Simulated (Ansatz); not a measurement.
Relaxation of Rb4I3 with UKS PBE0-D4/def2-SVP.

```sh
$ ansatz run in.yaml --threads 4 --pin off --events-out ev --progress --plain --max-ram 4787MiB
```

```yaml
crystal:
  periodic: [false, false, false]
  atoms:
    - {symbol: Rb, position_ang: [2.665580, -3.229820, -0.072820]}
    - {symbol: Rb, position_ang: [2.452170, 0.865440, -0.501150]}
    - {symbol: Rb, position_ang: [-0.773450, -1.295140, -1.323720]}
    - {symbol: Rb, position_ang: [-1.165130, 1.593060, 1.948940]}
    - {symbol: I, position_ang: [-3.446040, 0.916000, -0.654810]}
    - {symbol: I, position_ang: [-0.706590, 2.326270, -1.487560]}
    - {symbol: I, position_ang: [0.973460, -1.175820, 2.091120]}
basis:
  gaussian: {orbitals: def2-SVP}
magnetization: {spin_polarized: true, initial_magnetization: 1}
hamiltonian: {xc: pbe0, dispersion: d4}
scf: {lower_state_search: "off"}
output: {orbitals: {seedname: orbitals}}
relax: {f_tol: 0.02, max_steps: 100}
```

Run time 3.4 min (4 threads of Arm Neoverse V2 on a shared host), peak host memory 0.88 GiB.

Positions (Å) and forces (eV/Å) at steps 1, 2, 3, 4, 5, 6, 7, 10, 13, 16, 19, 21 of 21:

```xyz
7
step=1 energy=-26934.2198 eV
Rb    2.666   -3.230   -0.073    0.289   -0.447    0.016
Rb    2.452    0.865   -0.501    0.039    0.495   -0.180
Rb   -0.773   -1.295   -1.324   -0.632    0.229   -0.133
Rb   -1.165    1.593    1.949   -0.446    0.187   -0.122
I    -3.446    0.916   -0.655   -1.704   -1.202    0.769
I    -0.707    2.326   -1.488    2.454    0.672   -0.319
I     0.973   -1.176    2.091    0.000    0.065   -0.030
7
step=2 energy=-26934.9452 eV
Rb    2.684   -3.264   -0.069    0.236   -0.378    0.025
Rb    2.480    0.900   -0.513    0.141    0.357   -0.107
Rb   -0.832   -1.265   -1.333   -0.551    0.221   -0.110
Rb   -1.217    1.613    1.925   -0.400    0.140   -0.146
I    -3.568    0.813   -0.583   -0.621   -0.629    0.446
I    -0.519    2.367   -1.498    1.198    0.200   -0.041
I     0.972   -1.163    2.072   -0.003    0.089   -0.068
7
step=3 energy=-26935.4183 eV
Rb    2.731   -3.352   -0.050    0.137   -0.240    0.041
Rb    2.575    0.965   -0.535    0.266    0.133    0.004
Rb   -0.958   -1.217   -1.364   -0.273    0.115   -0.087
Rb   -1.346    1.655    1.898   -0.203    0.078   -0.082
I    -3.643    0.700   -0.485   -0.410   -0.322    0.256
I    -0.328    2.366   -1.463    0.496    0.138   -0.023
I     0.970   -1.117    2.000   -0.013    0.098   -0.109
7
step=4 energy=-26935.6682 eV
Rb    2.747   -3.494   -0.018    0.082   -0.132    0.035
Rb    2.743    1.034   -0.478    0.201    0.077   -0.026
Rb   -1.009   -1.136   -1.398   -0.211    0.021   -0.074
Rb   -1.442    1.730    1.852   -0.140    0.013   -0.022
I    -3.781    0.597   -0.383   -0.260   -0.220    0.177
I    -0.245    2.303   -1.405    0.361    0.204   -0.081
I     0.987   -1.034    1.829   -0.032    0.038   -0.009
7
step=5 energy=-26935.8370 eV
Rb    2.793   -3.587    0.032    0.032   -0.047    0.039
Rb    2.882    1.075   -0.462    0.111    0.018   -0.011
Rb   -1.115   -1.071   -1.436   -0.079    0.035   -0.062
Rb   -1.520    1.739    1.806   -0.043    0.023   -0.024
I    -3.909    0.492   -0.277   -0.185   -0.143    0.113
I    -0.121    2.352   -1.410    0.193    0.098   -0.021
I     0.990   -1.000    1.748   -0.030    0.017   -0.034
7
step=6 energy=-26935.9215 eV
Rb    2.830   -3.655    0.097   -0.001    0.003    0.041
Rb    2.950    1.059   -0.463    0.089   -0.001   -0.003
Rb   -1.152   -0.969   -1.505   -0.051    0.011   -0.044
Rb   -1.557    1.782    1.751   -0.017    0.008    0.007
I    -3.989    0.355   -0.156   -0.125   -0.104    0.072
I    -0.038    2.415   -1.398    0.125    0.084   -0.032
I     0.957   -0.986    1.674   -0.019   -0.001   -0.042
7
step=7 energy=-26935.9769 eV
Rb    2.849   -3.685    0.172   -0.018    0.026    0.036
Rb    3.023    1.028   -0.476    0.058   -0.009    0.005
Rb   -1.205   -0.868   -1.586   -0.022    0.013   -0.018
Rb   -1.586    1.803    1.706   -0.003    0.002    0.017
I    -4.051    0.208   -0.034   -0.074   -0.069    0.041
I     0.055    2.482   -1.384    0.066    0.054   -0.033
I     0.915   -0.967    1.601   -0.006   -0.017   -0.049
7
step=10 energy=-26936.0176 eV
Rb    2.952   -3.675    0.408   -0.002    0.005    0.009
Rb    3.140    0.946   -0.511   -0.006   -0.005    0.009
Rb   -1.346   -0.643   -1.730   -0.006    0.002    0.001
Rb   -1.600    1.798    1.657   -0.004   -0.004    0.007
I    -4.130   -0.013    0.181    0.013    0.007   -0.002
I     0.210    2.602   -1.366   -0.006   -0.005   -0.002
I     0.774   -1.017    1.361    0.012    0.000   -0.020
7
step=13 energy=-26936.0225 eV
Rb    3.291   -3.645    0.694   -0.031    0.037    0.008
Rb    3.128    0.885   -0.534   -0.011   -0.007    0.004
Rb   -1.549   -0.519   -1.846    0.008    0.012    0.015
Rb   -1.541    1.725    1.716    0.011   -0.016   -0.015
I    -4.202    0.139    0.228   -0.003    0.007   -0.001
I     0.208    2.610   -1.333   -0.008   -0.006    0.002
I     0.666   -1.195    1.075    0.034   -0.028   -0.012
7
step=16 energy=-26936.0265 eV
Rb    3.492   -3.536    0.959   -0.029    0.022    0.002
Rb    3.095    0.825   -0.592    0.006   -0.007    0.000
Rb   -1.689   -0.399   -1.922    0.002   -0.003    0.000
Rb   -1.452    1.582    1.755   -0.005   -0.006    0.000
I    -4.255    0.281    0.250    0.004    0.000    0.006
I     0.196    2.617   -1.289   -0.001    0.004    0.000
I     0.613   -1.370    0.840    0.024   -0.010   -0.008
7
step=19 energy=-26936.0278 eV
Rb    3.504   -3.486    1.122   -0.023    0.019   -0.003
Rb    3.097    0.799   -0.654    0.000    0.002   -0.001
Rb   -1.739   -0.323   -1.973   -0.002    0.002    0.001
Rb   -1.410    1.511    1.776   -0.001    0.000   -0.002
I    -4.249    0.270    0.294    0.002    0.002   -0.001
I     0.202    2.646   -1.259    0.000   -0.004    0.002
I     0.595   -1.416    0.695    0.024   -0.019    0.004
7
step=21 energy=-26936.0284 eV
Rb    3.506   -3.410    1.234   -0.002   -0.003    0.001
Rb    3.099    0.775   -0.690    0.002    0.004   -0.002
Rb   -1.782   -0.268   -2.009   -0.003    0.000    0.006
Rb   -1.369    1.448    1.789    0.000   -0.002   -0.001
I    -4.246    0.279    0.324    0.005    0.002   -0.005
I     0.211    2.649   -1.234   -0.004    0.000    0.000
I     0.582   -1.474    0.587    0.002    0.000    0.000
```

In the def2 sets I, Rb take a core potential; there is no spin–orbit coupling. Another isomer (doublet) lies 0.42 eV lower at PBE0-D4/def2-TZVP; other spin states weren't run for this one.
